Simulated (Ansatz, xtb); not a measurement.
Ranking isomers of C6H4NP

3 gas-phase structures of C6H4NP, from a drawn sample of its isomers (lower ones may exist). Each was relaxed with GFN2-xTB:

A. `N#CC1=CC=CP=C1`, a singlet
B. `N#CC1=CC=CC=P1`, a singlet
C. `N#CC1=CC=PC=C1`, a singlet

Question: Make a reasoned guess at their ranking by r2SCAN-D4/def2-SVP single-point energy.

Answer: Calculated order at r2SCAN-D4/def2-SVP: B (0.0), C (1.6), A (4.9) kJ/mol. Less than 1 kcal/mol parts B and C; C and A, so the order within those pairs means little.

Energies above the lowest of each column, in kJ/mol; the last columns are at B3LYP-D3(BJ)/def2-SVP geometries:

```csv
structure,GFN2-xTB,HF/STO-3G,r2SCAN-D4/def2-SVP,B3LYP-D3(BJ)/def2-SVP,CCSD(T)/def2-SVP + ΔMP2/def2-TZVPP
B,0.0,0.0,0.0,0.0,0.5
C,0.8,4.9,1.6,1.5,0.0
A,3.5,8.5,4.9,4.5,2.3
```

CCSD(T)/def2-SVP + ΔMP2/def2-TZVPP has A and B and C within 1 kcal/mol of each other at the bottom, and every level picks one of them. CCSD(T)/def2-SVP + ΔMP2/def2-TZVPP orders those it was run on as C (0.0), B (0.5), A (2.3) kJ/mol. Less than 1 kcal/mol parts C and B; B and A, so the order within those pairs means little. ΔMP2 is the change of the MP2 energy from the smaller to the larger basis.

Programs: Ansatz 0.2.0, xtb 6.7.1.
